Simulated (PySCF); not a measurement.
**Potential energy of PbF along the bond**

Set-up: basis Pb cc-pVTZ-PP with ECP60, F cc-pVTZ; scalar-relativistic core potentials; PySCF 2.14. Energies in eV from Pb + F in their ground configurations at the same level. State: ²Π (doublet), unpaired electrons π ↑.

All columns are PBE0. A positive dipole means Pb(−)F(+).

| R (Å) | E (eV) | μ (D) | Mulliken charge on Pb (basis-dependent) | HOMO (eV) | LUMO (eV) | Mayer bond order | ⟨S²⟩ |
| --- | --- | --- | --- | --- | --- | --- | --- |
| 1.777 | -3.272 | -1.54 | 0.35 | -4.24 | -2.48 | 1.04 | 0.75 |
| 1.859 | -3.950 | -2.11 | 0.38 | -4.37 | -2.61 | 1.00 | 0.75 |
| 1.942 | -4.312 | -2.67 | 0.42 | -4.50 | -2.73 | 0.96 | 0.75 |
| 2.004 | -4.436 | -3.07 | 0.45 | -4.60 | -2.83 | 0.93 | 0.75 |
| 2.066 | -4.468 | -3.46 | 0.47 | -4.70 | -2.92 | 0.90 | 0.75 |
| 2.128 | -4.432 | -3.84 | 0.49 | -4.79 | -3.01 | 0.88 | 0.75 |
| 2.211 | -4.309 | -4.33 | 0.51 | -4.91 | -3.13 | 0.85 | 0.75 |
| 2.314 | -4.075 | -4.92 | 0.53 | -5.06 | -3.28 | 0.82 | 0.75 |
| 2.438 | -3.732 | -5.59 | 0.55 | -5.23 | -3.44 | 0.79 | 0.75 |
| 2.603 | -3.236 | -6.43 | 0.57 | -5.44 | -3.65 | 0.76 | 0.75 |

A fit through these points gives, at Re = 2.061 Å, μ = -3.43 D and dμ/dR = -6.25 D/Å; the reduced mass is 17.41 u.

**Question.** How strong is the fundamental in the double-harmonic approximation, I = 42.26·(dμ/dR)²/μred km/mol?

**Answer.** I = 42.26·(-6.25)²/17.41 = 94.8 km/mol at PBE0.

These are scalar-relativistic numbers at best; spin–orbit coupling would shift them, the dissociation energy most. The state was picked by a PBE0 search and need not be the measured ground state.
